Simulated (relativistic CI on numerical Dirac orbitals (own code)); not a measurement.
Radial parameters of Os38+

Method of calculation: Dirac-Coulomb-Breit CI, KLI orbitals optimised for each configuration, a model potential for QED, unscaled Slater integrals (own radial code, finite nucleus).

Slater integrals F^k, G^k are unscaled and averaged over j, outside the closed core [Ar] 3d10; ζ comes from projecting the Hamiltonian with its Breit term on Σ l·s of the shell.

- 4s²4p⁶4d²: F^2(4d,4d) = 248100, F^4(4d,4d) = 169090, ζ(4d) = 69919 cm⁻¹; <r>(4d) = 0.404, <r^2>(4d) = 0.1866 (bohr units).
- 4s²4p⁶4d4f: ζ(4d) = 69841, F^2(4d,4f) = 250070, F^4(4d,4f) = 162760, G^1(4d,4f) = 251720, G^3(4d,4f) = 175640, G^5(4d,4f) = 129720, ζ(4f) = 12421 cm⁻¹; <r>(4d) = 0.4044, <r^2>(4d) = 0.1869, <r>(4f) = 0.377, <r^2>(4f) = 0.1607 (bohr units).
- 4s²4p⁵4d³: ζ(4p) = 557880, F^2(4d,4d) = 248040, F^4(4d,4d) = 169060, F^2(4p,4d) = 248610, G^1(4p,4d) = 307740, G^3(4p,4d) = 197430, ζ(4d) = 69649 cm⁻¹; <r>(4p) = 0.4038, <r^2>(4p) = 0.1846, <r>(4d) = 0.4041, <r^2>(4d) = 0.1867 (bohr units).

(1) Give the Racah parameters of the d shell in 4s²4p⁶4d².

Averages of the first 10 configurations, taken without configuration mixing, which lowers the lowest level and can move excited configurations by several eV; other configurations of the list can lie among them:

| Configuration | Parity | States | Average energy above the lowest level (eV) |
| --- | --- | --- | --- |
| 4s²4p⁶4d² | even | 45 | 31.8 |
| 4s²4p⁶4d4f | odd | 140 | 246.3 |
| 4s²4p⁵4d³ | odd | 720 | 250.2 |
| 4s4p⁶4d³ | even | 240 | 437.1 |
| 4s²4p⁵4d²4f | even | 3780 | 462.2 |
| 4s4p⁶4d²4f | odd | 1260 | 649.3 |
| 4s²4p⁶4d5s | even | 20 | 553.0 |
| 4s²4p⁶4f5s | odd | 28 | 767.1 |
| 4s²4p⁶4d5p | odd | 60 | 632.2 |
| 4s²4p⁶4f² | even | 91 | 463.5 |

Answers

(1) B = F²/49 − 5F⁴/441 = 3146 cm⁻¹ and C = 35F⁴/441 = 13420 cm⁻¹.
